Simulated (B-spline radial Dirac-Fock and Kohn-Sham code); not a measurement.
**Auger parameter of bismuth: the N7 level and its strongest N7-OO line**

Method: Dirac-Fock energy differences between relaxed states, corrected for Breit and QED terms. Computed with a radial finite-basis atomic code. The modified Auger parameter α′ is the binding energy plus the kinetic energy of the Auger electron; it does not depend on the energy zero. For free ions it tends to fall with charge, since less charge screens the final holes.

| species | configuration | binding 4f7/2 (eV) | Auger line | kinetic (eV) | α′ (eV) |
| --- | --- | --- | --- | --- | --- |
| Bi | [Xe] 4f14 5d10 6s2 6p3 | 163.8 | O5O5 J=2 | 87.22 | 251.0 |
| Bi⁺ | [Xe] 4f14 5d10 6s2 6p2 | 172.8 | O5O5 J=2 | 77.35 | 250.2 |
| Bi⁺ (Watson 2.2 Å) | [Xe] 4f14 5d10 6s2 6p2 | 166.4 | O5O5 J=2 | 83.85 | 250.3 |
| Bi²⁺ | [Xe] 4f14 5d10 6s2 6p1 | 182.9 | O5O5 J=2 | 66.79 | 249.7 |
| Bi²⁺ (Watson 1.8 Å) | [Xe] 4f14 5d10 6s2 6p1 | 167.4 | O5O5 J=2 | 82.63 | 250.0 |
| Bi²⁺ (Watson 2.2 Å) | [Xe] 4f14 5d10 6s2 6p1 | 169.9 | O5O5 J=2 | 79.85 | 249.8 |
| Bi³⁺ | [Xe] 4f14 5d10 6s2 | 194.0 | O5O5 J=2 | 55.64 | 249.6 |
| Bi³⁺ (Watson 1.8 Å) | [Xe] 4f14 5d10 6s2 | 170.1 | O5O5 J=2 | 79.59 | 249.7 |
| Bi⁴⁺ | [Xe] 4f14 5d10 6s1 | 207.4 | O5O5 J=2 | 42.86 | 250.2 |
| Bi⁴⁺ (Watson 2.7 Å) | [Xe] 4f14 5d10 6s1 | 186.0 | O5O5 J=2 | 64.20 | 250.2 |
| Bi⁴⁺ (Watson 3 Å) | [Xe] 4f14 5d10 6s1 | 188.2 | O5O5 J=2 | 62.06 | 250.2 |
| Bi⁵⁺ | [Xe] 4f14 5d10 | 221.5 | O5O5 J=2 | 29.68 | 251.2 |
| Bi⁵⁺ (Watson 1.8 Å) | [Xe] 4f14 5d10 | 181.5 | O5O5 J=2 | 69.68 | 251.2 |
